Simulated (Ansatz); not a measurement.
Redistribution: C2H8O2Si + CH8O2Si2 → C2H10OSi2 + CH6O3Si

Gas-phase species: C2H8O2Si `CC[SiH](O)O`, singlet; CH8O2Si2 `CO[SiH](O)[SiH3]`, singlet; C2H10OSi2 `CC[SiH](O)[SiH3]`, singlet; CH6O3Si `CO[SiH](O)O`, singlet. The partners trade OH for SiH3; both sit on Si, so the bond types are kept.

Shapes, held fixed at every level: PBE0-D4/def2-TZVP. Flexible molecules stand in one conformer, not always the lowest. Programs: Ansatz 0.2.0. Electronic energies: no zero-point or thermal term.

```json
{"level": "PBE-D4/def2-TZVPP", "kind": "GGA", "ΔE (kJ/mol)": "-4.1", "less CCSD(T)/CBS estimate": "+2.8"}
{"level": "r2SCAN-D4/def2-TZVPP", "kind": "meta-GGA", "ΔE (kJ/mol)": "-6.7", "less CCSD(T)/CBS estimate": "+0.2"}
{"level": "B3LYP-D4/def2-TZVPP", "kind": "global hybrid", "ΔE (kJ/mol)": "-5.2", "less CCSD(T)/CBS estimate": "+1.7"}
{"level": "wB97M-V/def2-TZVPP", "kind": "range-separated hybrid", "ΔE (kJ/mol)": "-5.6", "less CCSD(T)/CBS estimate": "+1.3"}
{"level": "wB97X-V/def2-TZVPP", "kind": "range-separated hybrid", "ΔE (kJ/mol)": "-5.3", "less CCSD(T)/CBS estimate": "+1.6"}
{"level": "CCSD(T)/def2-TZVPP", "kind": "coupled cluster or CI", "ΔE (kJ/mol)": "-6.8", "less CCSD(T)/CBS estimate": "+0.1"}
{"level": "CCSD/def2-TZVPP", "kind": "coupled cluster or CI", "ΔE (kJ/mol)": "-7.3", "less CCSD(T)/CBS estimate": "-0.4"}
{"level": "CCSD(T)/CBS estimate", "kind": "coupled cluster or CI", "ΔE (kJ/mol)": "-6.9", "less CCSD(T)/CBS estimate": "0.0"}
```

The highest level, CCSD(T)/CBS estimate, gives ΔE = -6.9 kJ/mol; the levels span -7.3 to -4.1. The column of differences is taken from that level and isn't an error. No measured value is set beside it here. The CBS estimate extrapolates MP2 from def2-TZVPP and def2-QZVPP and adds CCSD(T) − MP2 in the triple-zeta set, cores frozen.
